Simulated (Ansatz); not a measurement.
Molecule: BI, net charge 0, singlet state. 
Coordinates optimised at B3LYP-D3(BJ)/def2-TZVP (Ansatz, a first-principles code):
```xyz
2

B      0.0000     0.0000    -1.9574
I      0.0000     0.0000     0.1847
```
Charge 0, spin multiplicity 1.

Parts of the frozen-core correlation energy in def2-SVP (Ansatz, hartree). Frozen orbitals: 10; correlated occupied orbitals by spin: 5 and 5; virtual: 25 and 25. No spin-orbit coupling. In def2 rows, elements after Kr have scalar-relativistic effective core potentials. The restricted reference is unstable.

| term | value |
|---|---|
| reference (HF) | -321.23227 |
| MP2 opposite-spin | -0.12027 |
| MP2 same-spin | -0.03811 |
| CCSD correlation | -0.18553 |
| (T) | -0.00741 |
| CCSDT minus CCSD(T) | -0.00098 |
| CCSDT(Q) minus CCSD(T) | -0.00160 |
| T1 diagnostic | 0.024 |
| largest doubles amplitude | 0.100 |
